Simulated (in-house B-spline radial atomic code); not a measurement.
Relativistic effects in Cr19+, [He] 2s2 2p1: non-relativistic Hartree-Fock (point nucleus) against Dirac-Hartree-Fock (Fermi nucleus of rms radius 3.6452 fm), both averages of the configuration, computed with an all-electron radial atomic-structure program (B-spline basis).

```
orbital  ε NR (Eh)  ε Dirac (Eh)  <r> NR (bohr)  <r> Dirac (bohr)  change of <r> (%)
  1s1/2    -259.17             ?        0.06366                 ?                  ?
  2s1/2    -56.088             ?         0.2706                 ?                  ?
  2p1/2    -54.616       -55.063          0.231            0.2283               -1.2
  2p3/2    -54.616       -54.663          0.231            0.2305               -0.2
```

Question: What happens to 1s1/2?

Answer: Its energy goes to -261.1 hartree and <r> to 0.06303 bohr (-1.00 %).

Question: What happens to 2s1/2?

Answer: Its energy goes to -56.602 hartree and <r> to 0.2679 bohr (-1.03 %).

Question: What explains the pattern of contraction and expansion?

Answer: The s and p1/2 orbitals contract directly, as their density near the nucleus moves at relativistic speed. Nothing expands appreciably in this ion.

Question: By how much does the total energy change?

Answer: By -5.6111 hartree, from -737.699 to -743.310.
